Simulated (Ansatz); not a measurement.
CH3FMgO, SMILES `C[O][Mg][F]`. The species carries charge 0 and has multiplicity 1. The structure was optimised at the PBE0-D4/def2-TZVP level. It is one conformer, not always the lowest.

```xyz
7

C     0.618    0.912   -0.385
O    -0.110   -0.165    0.070
Mg   -1.038   -1.534    0.647
F    -1.965   -2.902    1.224
H     0.245    1.858    0.033
H     1.679    0.831   -0.110
H     0.572    1.000   -1.479
```

Question: What is the dipole moment at PBE/def2-TZVPP? (Best estimate.)

Answer: Computed: 1.56 D, with components (0.83, 1.22, -0.51) D in this frame, pointing from negative to positive charge.

Question: And with r2SCAN, B3LYP, ωB97M-V? (Best estimate.)

Answer: Ansatz gave: r2SCAN 1.58 D, B3LYP 1.65 D, ωB97M-V 1.63 D.

Question: Give the Mulliken charges with PBE, B3LYP, r2SCAN in def2-TZVPP. (Best estimate.)

Answer: Ansatz gave: 
```tsv
atom	PBE	B3LYP	r2SCAN
C1	-0.10	-0.07	0.06
O2	-0.62	-0.68	-0.69
Mg3	1.01	1.09	1.11
F4	-0.52	-0.56	-0.57
H5	0.08	0.08	0.03
H6	0.08	0.08	0.03
H7	0.08	0.08	0.03
```

B3LYP here is the variant with VWN-RPA as its local correlation; programs differ in this.
